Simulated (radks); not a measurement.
All-electron atom: Tl III in [Xe] 4f14 5d10 6s(up 0.75, down 0.25) (fractional occupations, a model configuration).

All-electron calculation, scalar-relativistic Kohn-Sham, r2SCAN, spin-polarised, spherical densities, finite nucleus; meta-GGA in the generalised Kohn-Sham scheme; Fermi nuclear charge, rms radius 5.4759 fm. Program: a radial shooting solver on a logarithmic mesh with Libxc functionals.

Energy parts (hartree):
| part | energy |
|---|---|
| total | -20242.1017 |
| kinetic | 22786.4560 |
| electron-nucleus | -50419.4431 |
| Hartree | 7769.3364 |
| exchange-correlation | -378.4510 |

Orbitals (lengths in bohr, moments of r in powers of bohr; r(max) is where P^2 peaks):
orbital  occ.  eigenvalue (hartree)      <r^2>   r(max)
1s up       1             -3149.595  0.0003690  0.01003
1s down     1             -3149.595  0.0003690  0.01003
2s up       1             -562.4232   0.005605  0.05812
2s down     1             -562.4232   0.005605  0.05812
2p up       3             -483.8415   0.004756  0.04832
2p down     3             -483.8415   0.004756  0.04832
3s up       1             -135.1737    0.03602   0.1638
3s down     1             -135.1734    0.03602   0.1638
3p up       3             -112.4576    0.03724   0.1637
3p down     3             -112.4574    0.03724   0.1637
3d up       5             -88.84466    0.03090   0.1335
3d down     5             -88.84450    0.03090   0.1335
4s up       1             -30.93281     0.1729   0.3689
4s down     1             -30.93217     0.1729   0.3689
4p up       3             -23.45477     0.1977   0.3888
4p down     3             -23.45403     0.1977   0.3888
4d up       5             -14.63537     0.2231   0.3954
4d down     5             -14.63451     0.2231   0.3954
4f up       7              -4.89502     0.2630   0.3590
4f down     7              -4.89413     0.2629   0.3590
5s up       1              -5.56485     0.8695   0.8091
5s down     1              -5.56405     0.8692   0.8093
5p up       3              -3.52904      1.151   0.9050
5p down     3              -3.52797      1.148   0.9051
5d up       5              -1.24033      2.157    1.112
5d down     5              -1.23225      2.125    1.110
6s up    0.75              -0.94293      5.712    1.995
6s down  0.25              -0.91020      5.749    1.992

The highest occupied level is 6s down at -24.768 eV. The electron density at the nucleus is 2.719e+06 e/bohr^3 (large components only). Spin moment in Bohr magnetons: 0.5. The spin density at the nucleus is 132.6 e/bohr^3 (1s 0.6, 2s 0.3, 3s 0.1, 4s -0.1, 5s 1.0, 6s 130.5). The density falls to 0.001 e/bohr^3 at r = 3.59 bohr.
